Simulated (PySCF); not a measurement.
C₃H₈BNO, SMILES [C@@H]1(C)B(OC1)N. Geometry optimised at PBE-D3(BJ)/def2-SVP. The structure was generated by enumeration; whether it is a known compound was not checked. Other conformers were not sampled.

Computed equilibrium geometry at PBE-D3(BJ)/def2-SVP (PySCF confirms it by a frequency run) as bond lengths and angles (one conformer of several):
Atoms: C1 C2 C3 O4 B5 N6 H7 H8 H9 H10 H11 H12 H13 H14. Bonded distances (Å): C1–C2 1.526, C1–H7 1.110, C1–H8 1.110, C1–H9 1.111, C2–C3 1.552, C2–B5 1.600, C2–H10 1.111, C3–O4 1.460, C3–H11 1.112, C3–H12 1.113, O4–B5 1.397, B5–N6 1.404, N6–H13 1.020, N6–H14 1.017. Angles (°): C2–C1–H7 111.3, C2–C1–H8 111.4, C2–C1–H9 112.4, H7–C1–H8 107.0, H7–C1–H9 107.1, H8–C1–H9 107.4, C1–C2–C3 117.6, C1–C2–B5 120.8, C1–C2–H10 110.7, C3–C2–B5 79.4, C3–C2–H10 111.5, B5–C2–H10 113.5, C2–C3–O4 95.3, C2–C3–H11 116.1, C2–C3–H12 114.4, O4–C3–H11 110.7, O4–C3–H12 110.7, H11–C3–H12 108.9, C3–O4–B5 89.6, C2–B5–O4 95.7, C2–B5–N6 138.0, O4–B5–N6 126.3, B5–N6–H13 122.6, B5–N6–H14 123.0, H13–N6–H14 114.5.
Charge 0, spin multiplicity 1.
